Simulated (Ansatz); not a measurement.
The cluster Nb₂Si₂ (the lowest singlet isomer of a short search) was relaxed with r2SCAN-D4 (def2-SVP) in Ansatz in these states: neutral quintet, neutral triplet. The geometries follow in no particular order.

In the def2 sets Nb takes a core potential; there is no spin–orbit coupling.

A:

```xyz
4

Nb   -1.283   -0.033   -0.818
Nb    0.079    1.386    0.636
Si    1.204   -0.269   -0.871
Si    0.000   -1.083    1.053
```

B:

Cartesian coordinates in Å:
```
Nb 0.065 -0.603 -0.219
Nb 0.286 -2.521 -0.914
Si -0.163 1.190 1.596
Si -0.188 1.934 -0.463
```

Problem. Judge from the bond lengths which geometry belongs to which state (an estimate).

Solution. A is the neutral quintet (Nb1–Nb2 2.446 Å, Si3–Si4 2.411 Å, Nb1–Si3 2.499 Å); B is the neutral triplet (Nb1–Nb2 2.051 Å, Si3–Si4 2.189 Å, Nb1–Si3 2.562 Å).

At r2SCAN-D4/def2-SVP the charge 0 quintet is spin-contaminated (final ⟨S²⟩ up to 6.13, 6.00 for a pure state). At r2SCAN-D4/def2-SVP the charge 0 triplet is spin-contaminated (final ⟨S²⟩ up to 2.19, 2.00 for a pure state). At PBE0-D4/def2-TZVP a quintet lies 2.43 eV below the neutral triplet. These are the stationary points nearest to one start from a short search; other shapes may lie lower in each state.
